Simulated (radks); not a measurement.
Values are calculated unless marked as measured or tabulated.
Species: Pm3+. Configuration: [Kr] 4d10 4f4 5p6 5d2 (not the ground configuration). Code: a radial shooting solver on a logarithmic mesh with Libxc functionals. Model: scalar-relativistic Kohn-Sham, SCAN, spin-polarised, spherical densities, finite nucleus; open shells are filled with parallel spins first (spin-orbit coupling, left out, can overturn this in heavy ions); meta-GGA in the generalised Kohn-Sham scheme; Fermi nuclear charge, rms radius 4.962 fm.

X-ray form factor f0, the Fourier transform of the density (f0(0) = 58):

sin(theta)/lambda (1/angstrom)  f0 (electrons)
0.05                                    57.259
0.1                                     55.218
0.15                                    52.320
0.2                                     49.057
0.25                                    45.807
0.3                                     42.780
0.4                                     37.585
0.5                                     33.322
0.6                                     29.674
0.8                                     23.830
1                                       19.830
1.25                                    16.712
1.5                                     14.526
2                                       10.750
